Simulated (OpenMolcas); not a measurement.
## Levels of Ti by method

* Program: OpenMolcas
* Basis: ANO-R1 [5s4p3d1f]
* Scalar Hamiltonian: X2C, finite nucleus
* Active space: 2 electrons in 5 orbitals (3d)
* State averaging: 2S+1 = 3 even, 10 roots; 2S+1 = 1 even, 15 roots
* Spin-orbit coupling: state interaction with AMFI integrals over the reference wave functions, term energies averaged over their components

Methods on the same reference wave functions:
A. CASSCF
B. SS-CASPT2, IPEA 0.25 Eh, imaginary shift 0.1 Eh (closed shells correlated: 3s 3p 4s)

Energies in cm-1 above 3d2 4s2 3F2, the measured ground level; measured values from NIST Handbook of Basic Atomic Spectroscopic Data.

```json
{"Level": "3d2 4s2 3F2", "A": "0.0", "B": "0.0", "Measured": "0.0"}
{"Level": "3d2 4s2 3F3", "A": "177", "B": "178", "Measured": "170"}
{"Level": "3d2 4s2 3F4", "A": "408", "B": "409", "Measured": "387"}
{"Level": "3d2 4s2 1D2", "A": "10583", "B": "7100", "Measured": "7255"}
{"Level": "3d2 4s2 3P0", "A": "12718", "B": "10270", "Measured": "8437"}
{"Level": "3d2 4s2 3P1", "A": "12779", "B": "10330", "Measured": "8492"}
{"Level": "3d2 4s2 3P2", "A": "12907", "B": "10450", "Measured": "8602"}
{"Level": "3d2 4s2 1G4", "A": "16284", "B": "13830", "Measured": "12118"}
{"Level": "3d2 4s2 1S0", "A": "39319", "B": "28840", "Measured": ""}
```

Deviations, from unrounded energies. A percentage is the sum of absolute deviations over the sum of measured energies, with the sign that they share, or ± where signs differ.

```json
{"Against measurement": "mean absolute deviation (cm-1)", "Levels": "7", "A": "2900", "B": "1100"}
{"Against measurement": "fine structure of the ground term (%)", "Levels": "2", "A": "+4.9", "B": "+5.4"}
{"Against measurement": "other terms of the ground configuration (%)", "Levels": "5", "A": "+45.4", "B": "±16.5"}
```

B lies closest to measurement on these levels. The largest miss of B in the table is 3d2 4s2 3P2, by +1900 cm-1. The ranking rests on the paired levels alone, and a cruder setting can come out closer through cancelling errors.

From A to B the spin-free energies of the other terms of 3d2 4s2 shown, above 3F, scale by factors of 0.66 to 0.85.

The lowest spin-free term lies below A's lowest term by 0.291 hartree in B.

CASPT2 does not keep the components of a term degenerate, so their means are used; among the terms shown or strongly mixed into the levels shown the widest spread is 880 cm-1 (3d2 4s2 1G, B). With the s shell closed, the reference lacks s² → p², s² → d² and s → d mixing, so excited terms can stand far too high and out of order, with CASPT2 too. Without dynamic correlation excited terms often stand tens of per cent too high (terms of higher spin than the ground term too low), and those without a measured partner can miss by more than the paired ones (holds for A). Some terms miss by over 15 % even with CASPT2, which points to a basis or an active space too small for the shells correlated (holds for B). Computed and measured levels are paired by configuration, term and J; levels that our copy of the source lacks, or whose pairing is in doubt (as where it misses far off the trend of its configuration), stay unpaired and out of the deviations. Levels of configurations outside the active space are missing.
